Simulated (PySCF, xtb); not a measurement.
4-ethenyl-2,3-dihydroazete (C5H7N), SMILES C=CC1=NCC1. Other conformers were not sampled.

Harmonic wavenumbers (cm⁻¹) from GFN2-xTB (xtb) at its own minimum, in rising order: 90, 195, 210, 382, 457, 643, 705, 782, 899, 943, 987, 1000, 1013, 1041, 1054, 1073, 1110, 1167, 1209, 1253, 1327, 1395, 1429, 1448, 1622, 1659, 2979, 2999, 3001, 3003, 3053, 3108, 3144.

What does PBE0-D3(BJ)/def2-SVP (PySCF 2.14.0) give at its own minimum? (An estimate is asked for; the answer gives what the named calculation found.)

80, 216, 227, 404, 465, 665, 708, 799, 923, 958, 980, 1028, 1035, 1057, 1084, 1105, 1155, 1180, 1258, 1288, 1337, 1422, 1439, 1467, 1696, 1724, 3066, 3079, 3127, 3146, 3167, 3193, 3279. Paired by order, the mean absolute difference is 43 cm⁻¹ and the zero-point energies are 66.3 and 68.3 kcal/mol.
